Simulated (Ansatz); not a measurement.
The first iterations of a band of a periodic cell of 19 atoms, TiC18 (surface graphene monolayer, adsorbate Ti).

These are results of Ansatz 0.2.0, DFT PBE, scalar-relativistic, plane waves, PAW, not measurements. Settings: cutoff 420 eV, k mesh 2x2x1, fermi-dirac smearing 0.05 eV, spin collinear.

```yaml
movable_images: 3
climbing_image: yes
spring: 0.05 eV/Å²
optimiser: fire
start_path: default
force_threshold: 0.05 eV/Å
iteration_limit: 50
end_points: relaxed
```

First end point:

```xyz
19
Lattice="7.3980 0.0000 0.0000 -3.6990 6.4069 0.0000 0.0000 0.0000 11.0000" Properties=species:S:1:pos:R:3
C -0.008 0.004 0.992
C 1.232 0.720 0.993
C -1.237 2.134 1.015
C 0.002 2.850 1.015
C -2.467 4.264 0.993
C -1.227 4.980 0.993
C 2.472 0.004 0.993
C 3.708 0.718 1.017
C 1.232 2.148 1.017
C 2.462 2.850 1.015
C 0.009 4.266 1.017
C 1.232 4.980 1.015
C 4.931 0.004 1.015
C 6.154 0.718 1.017
C 3.701 2.134 1.015
C 4.931 2.836 1.017
C 2.455 4.266 1.017
C 3.691 4.980 0.993
Ti -2.468 5.696 2.825
```

Last end point:

Only the atoms that move by more than 0.05 Å are listed.
```
Ti19 -1.235 7.831 2.825
```

| iteration | highest image above the first end (eV) | largest band force component (eV/Å) |
| --- | --- | --- |
| 1 | 1.267 | 4.534 |
| 2 | 0.871 | 2.290 |
| 3 | 0.674 | 0.843 |
| 4 | 0.744 | 0.978 |
| 5 | 0.728 | 0.908 |
| 6 | 0.704 | 0.773 |
| 7 | 0.682 | 0.597 |
| 8 | 0.664 | 0.413 |
| 9 | 0.652 | 0.230 |

Q: Does the band converge within its limit, and where does its top end?

A: It converged. It ended after 27 iterations with the highest image 0.645 eV above the first end. The order of the point at the top wasn't checked. Limits of this set-up: coarse k mesh, slab without dipole correction, a typed lattice constant that wasn't relaxed here.

The run took 7 min on 2 threads of Intel(R) Xeon(R) Platinum 8488C (Sapphire Rapids) (shared host), peak memory 1.7 GiB.
